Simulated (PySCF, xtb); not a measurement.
Al(H)(Cl)(Et) (C₂H₆AlCl), SMILES C[CH2][AlH][Cl].

GFN2-xTB run with xtb at its own geometry gives an orbital gap of 4.31 eV and a dipole moment of 1.64 D.

Geometry optimised at PBE0-D3(BJ)/def2-SVP. The structure was generated by enumeration; whether it is a known compound was not checked. The values are those of a single conformer.

### Question
What does PBE0/def2-TZVP (PySCF) give? (The exact figures need the calculation; the answer reports its results.)

### Answer
gap 6.63 eV (levels -7.81 and -1.18 eV), dipole 1.93 D.
